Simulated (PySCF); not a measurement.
C₂H₄ClFSi₂, SMILES C#C[SiH2][Si@H](F)Cl. Heavy atoms are numbered as in [CH:1]#[C:2][SiH2:3][Si@H:4]([F:5])[Cl:6]. Hydrogens are named by the atom that carries them.

The structure is a stationary point at B3LYP-D3(BJ)/def2-SVP. The structure was generated by enumeration; whether it is a known compound was not checked. Other conformers were not sampled.

Level of theory: PySCF with B3LYP/def2-TZVP.

ESP charges are fitted to the potential on shells at 1.4 to 2.0 van der Waals radii. Atomic charges (e), one atom of each kind:

| atom | ESP fit | Löwdin |
|---|---|---|
| C1 (CH) | -0.35 | -0.08 |
| C2 | -0.07 | -0.23 |
| Si3 (SiH2) | 0.23 | ? |
| Si4 (SiH) | 0.31 | -0.17 |
| F5 | -0.20 | -0.02 |
| Cl6 | -0.12 | ? |
| H on C1 | 0.30 | ? |
| H on Si3 | -0.05 | -0.02 |
| H on Si4 | -0.02 | ? |

Task: Some entries are withheld; supply them. (Estimate from the structure and the level; the computed values follow.)

Result: 
- Si3 (SiH2), Löwdin: 0.21
- Cl6, Löwdin: 0.22
- H on C1, Löwdin: 0.13
- H on Si4, Löwdin: -0.04

Task: Give the Mayer and Wiberg (Löwdin basis) orders of the bonds. (The exact figures need the calculation; the answer reports its results.)

Result: 
```
bond     Mayer  Wiberg
-------  -----  ------
C1–C2     2.76    2.99
C2–Si3    1.02    1.21
Si3–Si4   0.90    1.04
Si4–F5    1.07    1.70
Si4–Cl6   1.15    1.83
```
